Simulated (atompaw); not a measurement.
**Building the PAW (atompaw) potential for chlorine (PBE, scalar-relativistic).**

```
Element                 : chlorine
Generator               : atompaw 4.2.0.5
Type                    : PAW
Functional              : PBE
Relativity              : scalar-relativistic
Frozen core             : [Ne]
Valence charge          : 7
Reference configuration : 3s2 3p4.5 (charge +0.5)
Partial waves           : 3s (bound): rc 1.35 bohr; 3s channel at -0.65 Ry: rc 1.45 bohr; 3p (bound): rc 1.45 bohr; 3p channel at -0.4 Ry: rc 1.45 bohr
Local potential         : bessel scheme, radius 0.95 bohr
Core correction         : smooth core density matched at 1.25 bohr
Augmentation charge     : sinc compensation charge, radius 1.25 bohr; PAW radius 1.45 bohr; waves and projectors: custom rrkj gramschmidtortho
```

All-electron outer shells of the reference configuration (PBE, scalar-relativistic, ld1.x):

| shell | level (eV) | outermost node (bohr) | outermost maximum (bohr) |
| --- | --- | --- | --- |
| 3s | -26.19 | 0.55 | 1.27 |
| 3p | -13.81 | 0.53 | 1.41 |

What the tests gave:

```
Cutoffs needed                                           : 25 Ry and 40 Ry (the cutoffs (Ry, on a coarse ladder) from which the occupation-weighted sum of valence levels, in a spherical-Bessel basis at the reference potential, stays within 10 and 1 mRy of its value at 400 Ry)
Ghost test                                               : no extra level below or beside the all-electron valence levels (s, p, d, f tested) (spherical-Bessel basis up to 400 Ry, 20 bohr box)
Lowest eigenvalue of the overlap operator                : 0.15 (s channel)
Overlap eigenvalues printed by atompaw (projector basis) : 0.225, 1.09, 1.1, 3.66
Warning                                                  : the pseudo core plus compensation charge is negative at some radii, so no UPF file was written
Share of each valence orbital outside the PAW sphere     : 3s 49 %, 3p 62 %
```

Generation and tests took about 1.2 s on one core of a shared server CPU.
